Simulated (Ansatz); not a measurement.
`CO[C](=N)[SnH3]` + `N[SiH3]` → `[SiH3][NH][SnH3]` + `COC=N`  (ligand exchange at the Sn–C bond)

Program: Ansatz. Geometries: PBE0-D4/def2-TZVP. ΔE: electronic, gas phase. CCSD(T)/CBS adds triple-zeta CCSD(T) − MP2 to the extrapolated MP2 energy (def2 sets, frozen cores). This one scheme is used for every species. Functionals use def2-TZVPP. B3LYP here is the variant with VWN-RPA as its local correlation; programs differ in this. Elements past krypton have def2 core potentials. For Sn outer-core shells are correlated without core-valence functions, which leaves a few kJ/mol of doubt a bond. One conformer a species, not always the lowest.

Task: Is it downhill or uphill in electronic energy at CCSD(T)/CBS, and by how much? (Estimate.)

Result: The calculation gave: Downhill: ΔE = -42.2 kJ/mol.

Task: What do these levels give: PBE-D4, r2SCAN-D4, PBE0-D4, B3LYP-D4, ωB97M-V, B2PLYP, PBE, PBE0, HF/def2-TZVPP, MP2/def2-TZVPP, SCS-MP2/def2-QZVPP, HF/CBS(def2)? (Estimate.)

Result: The calculation gave: PBE-D4 -31.2, r2SCAN-D4 -37.6, PBE0-D4 -36.8, B3LYP-D4 -38.0, ωB97M-V -39.0, B2PLYP -40.1, PBE -31.2, PBE0 -36.8, HF/def2-TZVPP -55.0, MP2/def2-TZVPP -41.0, SCS-MP2/def2-QZVPP -45.7, HF/CBS(def2) -56.8 kJ/mol.

Largest T1 diagnostic among the species: 0.014.

From PBE to PBE0 (25 % exact exchange), in def2-TZVPP and without D4, ΔE moves by −5.7 kJ/mol. In def2-TZVPP, CCSD(T) changes the Hartree–Fock value by +15.4 kJ/mol (the triples alone add +2.6 kJ/mol) and MP2 by +14.0 kJ/mol.
